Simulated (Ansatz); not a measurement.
CF6Ge, SMILES `F[C](F)(F)[Ge]([F])([F])[F]`, relaxed with RKS PBE-D4/def2-SVP in Ansatz 0.2.0 from a rough embedded geometry. The force threshold is 0.03 eV/Å; the program also tests the step.

The species carries charge 0 and has multiplicity 1.

Start:

```xyz
8

F    -1.612    1.187   -0.241
C    -0.574    0.378   -0.732
F     0.225    1.139   -1.575
F    -1.190   -0.711   -1.477
Ge    0.555   -0.327    0.681
F    -0.437   -1.306    1.794
F     1.791   -1.336   -0.009
F     1.243    0.976    1.559
```

| step | energy (eV) | largest force (eV/Å) | largest move (Å) |
| --- | --- | --- | --- |
| 1 | -73813.5726 | 2.801 | 0.000 |
| 2 | -73813.8932 | 1.849 | 0.070 |
| 3 | -73813.9840 | 0.359 | 0.042 |
| 4 | -73813.9891 | 0.031 | 0.014 |
| 5 | -73813.9892 | 0.005 | 0.003 |

End:

```xyz
8

F    -1.586    1.159   -0.274
C    -0.612    0.389   -0.786
F     0.134    1.128   -1.625
F    -1.171   -0.621   -1.475
Ge    0.538   -0.342    0.692
F    -0.388   -1.302    1.797
F     1.806   -1.343    0.069
F     1.279    0.931    1.604
```

It took 9 s on 4 threads of an Arm Neoverse V1 on a shared host, with 0.19 GiB of host memory at the peak.
